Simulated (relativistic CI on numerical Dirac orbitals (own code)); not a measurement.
How well does a small relativistic CI reproduce La2+?

Calculated at this level of theory: Dirac-Coulomb-Breit CI, separate exchange-only KLI orbitals for each configuration, model QED (radiative potential, 1s self-energy scaled to tabulated hydrogen-like ionisation energies), valence Slater integrals scaled by 0.85, P86 correlation energy added to each configuration (own radial code, finite nucleus).

Configuration list (outside the closed core [Kr] 4d10 5s2): 5p6 5d, 5p6 4f, 5p6 6s, 5p6 6p, 5p6 5f, 5p6 5g, 5p6 7s, 5p6 6d, 5p6 7p, 5p6 8s, 5p6 7d, 5p5 5d2, 5p6 6f, 5p6 8p, 5p6 9s, 5p6 9p, 5p5 5d 5f. Double excitations out of closed p, d and f shells are left out; levels of such configurations are missing from the list, as are those of other unlisted configurations, and high levels can miss mixing partners.

```tsv
Configuration	Term (tabulated)	J	Measured (cm⁻¹)	Computed	Error	Purity (%)
5p6 5d	2D	3/2	0.0	0	0	100
5p6 5d	2D	5/2	1603.2	1277	-326	100
5p6 6s	2S	1/2	13591.1	15778	2187	100
5p6 7s	2S	1/2	82347.3	81921	-427	100
5p6 6d	2D	3/2	82380.8	81511	-870	100
5p6 6d	2D	5/2	82814.3	81930	-884	100
5p6 7p	2P°	1/2	93232.4	92851	-381	100
5p6 7p	2P°	3/2	94461.4	93951	-510	100
5p6 8s	2S	1/2	110209.6	109409	-800	100
5p6 5g	2G	7/2	114754.9	115406	651	100
5p6 5g	2G	9/2	114755.3	115406	651	100
5p6 6f	2F°	5/2	114889.8	114514	-376	99
5p6 6f	2F°	7/2	114938.9	114570	-369	99
5p6 8p	2P°	1/2	115602.3	114919	-683	100
5p6 8p	2P°	3/2	116225.9	115479	-747	100
5p6 9s	2S	1/2	124504.1	123766	-738	100
5p6 9p	2P°	1/2	127548.9	126945	-604	100
5p6 9p	2P°	3/2	127935.0	127276	-659	100
```

Measured levels from Martin, Zalubas and Hagan, Atomic Energy Levels: The Rare-Earth Elements, NSRDS-NBS 60 (1978); pairs were made by configuration, J and term (by order where the table uses no LS term), so strongly mixed levels may be paired wrongly.

Mean error by configuration (cm⁻¹): 5p6 5d -326; 5p6 6s 2187; 5p6 7s -427; 5p6 6d -877; 5p6 7p -446; 5p6 8s -800; 5p6 5g 651; 5p6 6f -372; 5p6 8p -715; 5p6 9s -738; 5p6 9p -631. Over the excited levels the mean absolute error is 698 cm⁻¹ (17 of the 31 excited levels that our extract of the source holds in range could be paired, and the others can miss by more), and the median relative error of those above 1,000 cm⁻¹ is 0.57 %.
